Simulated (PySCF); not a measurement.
PySCF job for CH₄AlClOS, SMILES C[S][Al]([OH])[Cl], TDDFT-LC-ωPBE/def2-SVPD. Coordinates come from a B3LYP-D3(BJ)/def2-SVP optimisation. The structure was generated by enumeration; whether it is a known compound was not checked. Other conformers were not sampled.

```python
import numpy as np
from pyscf import gto, scf, dft, tdscf

mol = gto.M(
    atom='''
    Al   -0.29352929   -0.38999649    0.00000000
    Cl    0.50540262   -2.33518260   -0.00000000
    O    -1.96847183   -0.10835941    0.00000000
    H    -2.66423285   -0.77142764   -0.00000000
    S     1.01976818    1.32695299    0.00000000
    C    -0.22021628    2.70336700   -0.00000000
    H    -1.24926669    2.32265280    0.00000000
    H    -0.05484143    3.31612941   -0.89625367
    H    -0.05484142    3.31612941    0.89625367
    ''',
    basis='def2-SVPD',
    charge=0,
    spin=0,
    symmetry=True,
    max_memory=1600,
    verbose=4,
)
mf = dft.RKS(mol, xc='lc_wpbe').density_fit(auxbasis='def2-universal-jkfit')
mf.grids.level = 3
mf.conv_tol = 1e-9
mf.max_cycle = 100
mf.kernel()
mf.grids = dft.Grids(mol).set(level=1).build(with_non0tab=True)  # coarser grid for the response kernel
td = tdscf.TDDFT(mf)
td.singlet = True
td.nstates = 10
td.conv_tol = 1e-4
td.positive_eig_threshold = 1e-6
td.kernel(x0=td.get_init_guess(mf, 15))
td.analyze()
tt = tdscf.TDA(mf)
tt.singlet = False
tt.nstates = 4
tt.conv_tol = 1e-4
tt.positive_eig_threshold = 1e-6
tt.kernel(x0=tt.get_init_guess(mf, 9))
tt.analyze(verbose=3)
```

Program output:

```
PySCF version 2.14.0

[INPUT] verbose = 4
[INPUT] num. atoms = 9
[INPUT] num. electrons = 64
[INPUT] charge = 0
[INPUT] spin (= nelec alpha-beta = 2S) = 0
[INPUT] symmetry True subgroup None
[INPUT] Mole.unit = angstrom
[INPUT] Symbol           X                Y                Z      unit          X                Y                Z       unit  Magmom
[INPUT]  1 Al    -0.293529290000  -0.389996490000   0.000000000000 AA   -0.554689967638  -0.736986555642   0.000000000000 Bohr   0.0
[INPUT]  2 Cl     0.505402620000  -2.335182600000   0.000000000000 AA    0.955072534438  -4.412855564850   0.000000000000 Bohr   0.0
[INPUT]  3 O     -1.968471830000  -0.108359410000   0.000000000000 AA   -3.719872642621  -0.204769607919   0.000000000000 Bohr   0.0
[INPUT]  4 H     -2.664232850000  -0.771427640000   0.000000000000 AA   -5.034670418569  -1.457786964520   0.000000000000 Bohr   0.0
[INPUT]  5 S      1.019768180000   1.326952990000   0.000000000000 AA    1.927082570746   2.507577731273   0.000000000000 Bohr   0.0
[INPUT]  6 C     -0.220216280000   2.703367000000   0.000000000000 AA   -0.416148457371   5.108623244187   0.000000000000 Bohr   0.0
[INPUT]  7 H     -1.249266690000   2.322652800000   0.000000000000 AA   -2.360771900642   4.389177674454   0.000000000000 Bohr   0.0
[INPUT]  8 H     -0.054841430000   3.316129410000  -0.896253670000 AA   -0.103635282980   6.266576378516  -1.693673974436 Bohr   0.0
[INPUT]  9 H     -0.054841420000   3.316129410000   0.896253670000 AA   -0.103635264082   6.266576378516   1.693673974436 Bohr   0.0

nuclear repulsion = 326.522316408987
point group symmetry = Cs
symmetry origin: [-1.77161828e-09 -8.85809037e-10  0.00000000e+00]
symmetry axis x: [1.00000000e+00 1.60455476e-09 1.48264744e-10]
symmetry axis y: [ 1.60455476e-09 -1.00000000e+00  1.57043752e-18]
symmetry axis z: [-1.48264744e-10 -1.31735425e-17  1.00000000e+00]
num. orbitals of irrep A' = 105
num. orbitals of irrep A" = 48
number of shells = 65
number of NR pGTOs = 235
number of NR cGTOs = 153
basis = def2-SVPD
ecp = {}


******** <class 'pyscf.df.df_jk.DFSymAdaptedRKS'> ********
method = DFSymAdaptedRKS
initial guess = minao
damping factor = 0
level_shift factor = 0
DIIS = <class 'pyscf.scf.diis.CDIIS'>
diis_start_cycle = 1
diis_space = 8
diis_damp = 0
SCF conv_tol = 1e-09
SCF conv_tol_grad = None
SCF max_cycles = 100
direct_scf = False
XC library pyscf.dft.libxc version 7.1.2
    S. Lehtola, C. Steigemann, M. J. T. Oliveira, and M. A. L. Marques,  SoftwareX 7, 1–5 (2018)
XC functionals = lc_wpbe
    O. A. Vydrov and G. E. Scuseria,  J. Chem. Phys. 125, 234109 (2006)
radial grids:
    Treutler-Ahlrichs [JCP 102, 346 (1995); DOI:10.1063/1.469408] (M4) radial grids

becke partition: Becke, JCP 88, 2547 (1988); DOI:10.1063/1.454033
pruning grids: <function nwchem_prune>
grids dens level: 3
symmetrized grids: True
atomic radii adjust function: <function treutler_atomic_radii_adjust>
small_rho_cutoff = 0
Freeze 0 electrons in irreps []
    64 free electrons in irreps A' A"
Set gradient conv threshold to 3.16228e-05
Initial guess from minao.
tot grids = 124376
Create RSH-DF object <pyscf.df.df.DF object> for omega=0.4
******** <class 'pyscf.df.df.DF'> ********
auxbasis = auxmol.basis = def2-universal-jkfit
init E= -1216.05364047695
HOMO (A") = -0.326149603964726  LUMO (A') = -0.0615396083793054  gap/eV = 7.20040
cycle= 1 E= -1215.80766865482  delta_E= 0.246  |g|= 0.723  |ddm|= 3.54
HOMO (A") = -0.329181023093812  LUMO (A') = 0.0258090607397872  gap/eV = 9.65977
cycle= 2 E= -1215.81457507479  delta_E= -0.00691  |g|= 0.779  |ddm|= 1.45
HOMO (A") = -0.367682758572486  LUMO (A') = 0.0231745051691252  gap/eV = 10.63577
cycle= 3 E= -1215.92572796508  delta_E= -0.111  |g|= 0.0703  |ddm|= 0.61
HOMO (A") = -0.370989790232476  LUMO (A') = 0.0274255293430348  gap/eV = 10.84143
cycle= 4 E= -1215.92706448866  delta_E= -0.00134  |g|= 0.0251  |ddm|= 0.151
HOMO (A") = -0.369428248321548  LUMO (A') = 0.0271298423227888  gap/eV = 10.79090
cycle= 5 E= -1215.92729920418  delta_E= -0.000235  |g|= 0.00545  |ddm|= 0.0513
HOMO (A") = -0.369403377528986  LUMO (A') = 0.0271099587684223  gap/eV = 10.78968
cycle= 6 E= -1215.92731601013  delta_E= -1.68e-05  |g|= 0.00183  |ddm|= 0.0172
HOMO (A") = -0.369405983209821  LUMO (A') = 0.027102094499531  gap/eV = 10.78953
cycle= 7 E= -1215.92731795896  delta_E= -1.95e-06  |g|= 0.00072  |ddm|= 0.00569
HOMO (A") = -0.369437409119391  LUMO (A') = 0.0270751818626289  gap/eV = 10.78966
cycle= 8 E= -1215.92731828754  delta_E= -3.29e-07  |g|= 0.000169  |ddm|= 0.00251
HOMO (A") = -0.369441698915956  LUMO (A') = 0.0270798038508762  gap/eV = 10.78990
cycle= 9 E= -1215.92731831931  delta_E= -3.18e-08  |g|= 4.09e-05  |ddm|= 0.000844
HOMO (A") = -0.369438862536943  LUMO (A') = 0.0270782207931219  gap/eV = 10.78978
cycle= 10 E= -1215.92731832106  delta_E= -1.75e-09  |g|= 1.55e-05  |ddm|= 0.000145
HOMO (A") = -0.369440707976803  LUMO (A') = 0.0270787895177573  gap/eV = 10.78985
cycle= 11 E= -1215.92731832125  delta_E= -1.86e-10  |g|= 5.69e-06  |ddm|= 6.2e-05
HOMO (A") = -0.369439562273175  LUMO (A') = 0.0270788119998921  gap/eV = 10.78981
Extra cycle  E= -1215.92731832127  delta_E= -1.59e-11  |g|= 4.79e-06  |ddm|= 1.58e-05
converged SCF energy = -1215.92731832127
tot grids = 39232
Overwritten attributes  positive_eig_threshold  of <class 'pyscf.tdscf.rks.TDDFT'>


******** <class 'pyscf.tdscf.rks.TDDFT'> for <class 'pyscf.df.df_jk.DFSymAdaptedRKS'> ********
nstates = 10 singlet
deg_eia_thresh = 1.000e-03
wfnsym = None
conv_tol = 0.0001
eigh lindep = 1e-12
eigh level_shift = 0
eigh max_cycle = 100


Excitation energies (eV)
[5.92088794 6.27107176 6.78025492 7.61986857 7.70322114 7.79896465
 7.88000793 7.98645008 8.02747198 8.38268053]

** Singlet excitation energies and oscillator strengths **
Excited State   1:   A"      5.92089 eV    209.40 nm  f=0.0191
      32 -> 33        0.51745
      32 -> 35       -0.28230
      32 -> 36       -0.22486
      32 -> 37       -0.20040
      32 -> 41        0.12633
Excited State   2:   A"      6.27107 eV    197.71 nm  f=0.0151
      32 -> 33        0.30946
      32 -> 35        0.50849
      32 -> 37       -0.10027
      32 -> 39        0.13244
      32 -> 40       -0.11263
      32 -> 41       -0.20349
      32 -> 42        0.18754
Excited State   3:  ???      6.78025 eV    182.86 nm  f=0.0488
      31 -> 33        0.20233
      31 -> 37       -0.11127
      32 -> 34        0.62338
      32 -> 38       -0.12117
Excited State   4:  ???      7.61987 eV    162.71 nm  f=0.3033
      30 -> 33        0.11729
      31 -> 33        0.57856
      31 -> 36       -0.20639
      31 -> 37       -0.13019
      32 -> 34       -0.22142
Excited State   5:  ???      7.70322 eV    160.95 nm  f=0.0076
      31 -> 35        0.57308
      31 -> 39        0.15421
      31 -> 41       -0.22415
      31 -> 42        0.17403
      32 -> 34        0.11661
Excited State   6:  ???      7.79896 eV    158.98 nm  f=0.0000
      27 -> 33       -0.10162
      31 -> 34       -0.64332
Excited State   7:  ???      7.88001 eV    157.34 nm  f=0.0012
      27 -> 33        0.23952
      27 -> 35       -0.10095
      29 -> 33       -0.56719
      29 -> 37        0.19929
Excited State   8:  ???      7.98645 eV    155.24 nm  f=0.0241
      28 -> 33       -0.11960
      30 -> 33        0.58205
      30 -> 35        0.12708
      30 -> 37       -0.19268
      31 -> 33       -0.10535
Excited State   9:   A"      8.02747 eV    154.45 nm  f=0.0332
      31 -> 34        0.14356
      32 -> 36        0.31793
      32 -> 37       -0.48235
      32 -> 40        0.21730
      32 -> 45       -0.15225
      32 -> 49       -0.10001
Excited State  10:  ???      8.38268 eV    147.91 nm  f=0.0359
      27 -> 33        0.31640
      29 -> 33        0.17160
      29 -> 35        0.11331
      32 -> 33       -0.17593
      32 -> 36       -0.31290
      32 -> 39        0.32578
      32 -> 40        0.20256
      32 -> 49       -0.10296

** Transition electric dipole moments (AU) **
state          X           Y           Z        Dip. S.      Osc.
  1        -0.0000      0.0000      0.3630      0.1318      0.0191
  2        -0.0000     -0.0000      0.3133      0.0982      0.0151
  3        -0.1983     -0.5042     -0.0000      0.2936      0.0488
  4         0.7836      1.0053     -0.0000      1.6247      0.3033
  5         0.1456     -0.1381     -0.0000      0.0403      0.0076
  6         0.0000     -0.0000      0.0089      0.0001      0.0000
  7         0.0000      0.0000      0.0791      0.0063      0.0012
  8         0.1553     -0.3145      0.0000      0.1230      0.0241
  9        -0.0000     -0.0000     -0.4109      0.1688      0.0332
 10         0.0000      0.0000      0.4180      0.1747      0.0359

** Transition velocity dipole moments (imaginary part, AU) **
state          X           Y           Z        Dip. S.      Osc.
  1         0.0000     -0.0000      0.0751      0.0056      0.0173
  2        -0.0000      0.0000      0.0738      0.0055      0.0158
  3        -0.0497     -0.1257      0.0000      0.0183      0.0489
  4         0.2248      0.2883     -0.0000      0.1337      0.3183
  5         0.0457     -0.0372      0.0000      0.0035      0.0082
  6        -0.0000     -0.0000      0.0079      0.0001      0.0001
  7        -0.0000      0.0000      0.0226      0.0005      0.0012
  8         0.0467     -0.0972      0.0000      0.0116      0.0264
  9         0.0000     -0.0000     -0.1195      0.0143      0.0322
 10         0.0000     -0.0000      0.1379      0.0190      0.0412

** Transition magnetic dipole moments (imaginary part, AU) **
state          X           Y           Z
  1         0.0166      0.5970     -0.0000
  2        -0.6173      0.0576      0.0000
  3         0.0000      0.0000      0.0419
  4         0.0000      0.0000     -0.8896
  5         0.0000      0.0000      0.4270
  6        -0.7211      0.7303     -0.0000
  7        -0.5811     -0.6723     -0.0000
  8        -0.0000      0.0000     -0.9278
  9        -0.1933     -0.5844      0.0000
 10         0.5400     -0.2982     -0.0000
Overwritten attributes  positive_eig_threshold  of <class 'pyscf.tdscf.rks.TDA'>


******** <class 'pyscf.tdscf.rks.TDA'> for <class 'pyscf.df.df_jk.DFSymAdaptedRKS'> ********
nstates = 4 triplet
deg_eia_thresh = 1.000e-03
wfnsym = None
conv_tol = 0.0001
eigh lindep = 1e-12
eigh level_shift = 0
eigh max_cycle = 100


Excitation energies (eV)
[5.45747069 5.69478773 5.85775938 6.66321733]

** Triplet excitation energies and oscillator strengths **
Excited State   1:   A"      5.45747 eV    227.18 nm  f=0.0000
Excited State   2:   A"      5.69479 eV    217.72 nm  f=0.0000
Excited State   3:   A'      5.85776 eV    211.66 nm  f=0.0000
Excited State   4:   A'      6.66322 eV    186.07 nm  f=0.0000
```

The calculation finished and met its thresholds.

Cost: about 8 core-minutes (a rough figure).
